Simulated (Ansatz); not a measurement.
The molecule Sb2, closed-shell singlet (the spin of the measured ground state). No spin–orbit coupling.

Seven points along R, fitted to fifth degree in 1/R; most abundant isotopes. In def2 and cc sets the state is the lowest found near the PBE0 minimum, followed along R. The singlet is held restricted. HF and MP2 rows in def2 and cc sets belong to the determinant that coupled cluster picked by its CCSD energy.

Correlated levels freeze the inner cores; with def2 sets outer-core shells near the valence are correlated too. CBS: X⁻³ extrapolation of the correlation energy, Hartree–Fock from the larger set.

Run with Ansatz (Gaussian orbitals).  In def2 rows elements past Kr take small-core potentials, without spin–orbit coupling.

Question: What bond length and harmonic frequency does SCS-MP2/def2-QZVPP give?

Answer: r_e = 2.498 Å, ω_e = 263 cm⁻¹.

Question: What bond length and harmonic frequency does CCSD/def2-QZVPP give, and what D_e (from each atom's lowest state at the same level)?

Answer: r_e = 2.460 Å, ω_e = 298 cm⁻¹, D_e = 2.42 eV.

Question: What bond length and harmonic frequency does CCSD(T)/CBS(def2-TZVPP, def2-QZVPP) give, and what D_e (from each atom's lowest state at the same level)?

Answer: r_e = 2.481 Å, ω_e = 282 cm⁻¹, D_e = 3.13 eV.

Measured for the ground state: ω_e 269.98 cm-1, ω_e x_e 0.588 cm-1 [Huber and Herzberg (1979), NIST Chemistry WebBook]. D_0 3.088 ± 0.065 eV (a handbook's tabulated 298 K bond energy less 3RT/2; such tables hold older values) [Luo, bond dissociation energies, CRC Handbook].

Doubts at one or more of the structures used: a restricted determinant that unrestricted orbitals would lower (SCS-MP2/def2-QZVPP, CCSD/def2-QZVPP, CCSD(T)/CBS(def2-TZVPP, def2-QZVPP)).

Ansatz is a quantum-chemistry and plane-wave program.
